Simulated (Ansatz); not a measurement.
Species: SnH₃, charge 0, doublet. SnH3 (SMILES [SnH3], doublet).
B3LYP-D3(BJ)/def2-TZVP minimum from Ansatz (an electronic-structure program):
```
Sn
H 1 1.7237
H 1 1.7237 2 109.12
H 1 1.7237 2 109.12 3 119.15
```
Charge 0, spin multiplicity 2.

Total energies in hartree (Ansatz). Radicals and triplets start from unrestricted determinants; spin-orbit coupling is neglected. Correlated methods leave the cores frozen (noble-gas shells, and filled d and f shells in the p block). Past Kr the def2 sets carry scalar-relativistic core potentials. For partners of very few electrons the exact lower level stands in for a higher one. Spin-orbit terms, left out, reach several kcal/mol for Br and I, and more for heavier atoms.

```csv
species,HF/def2-TZVPP,CCSD(T)/def2-TZVPP,HF/def2-QZVPP,CCSD(T)/def2-QZVPP,CCSDT(Q)/def2-QZVPP
"1: SnH3 (SMILES [SnH3], doublet)",-215.04856,-215.17954,-215.05039,-215.18745,-215.18824
2: Sn (triplet),-213.33992,-213.39742,-213.34066,-213.40091,-213.40140
3: H (doublet),-0.49981,-0.49981,-0.49998,-0.49998,-0.49998
```

Work out the atomisation energy (electronic, to ground-state atoms) in kcal/mol: take Hartree-Fock from def2-QZVPP, extrapolate the CCSD(T) correlation energy as X^-3 (X = 3, 4), and add CCSDT(Q) - CCSD(T) in def2-QZVPP. 1 hartree = 627.51 kcal/mol.


Species 1: correlation (64·(-0.13706) - 27·(-0.13098))/37 = -0.14150; step -0.00079; E1 = -215.05039 + (-0.14150) + (-0.00079) = -215.19268
Species 2: correlation (64·(-0.06025) - 27·(-0.05750))/37 = -0.06226; step -0.00049; E2 = -213.34066 + (-0.06226) + (-0.00049) = -213.40341
Species 3: correlation (64·(0.00000) - 27·(0.00000))/37 = 0.00000; step +0.00000; E3 = -0.49998 + (0.00000) + (+0.00000) = -0.49998
-1·E1 +1·E2 +3·E3 = 0.28933 hartree = 181.6 kcal/mol.
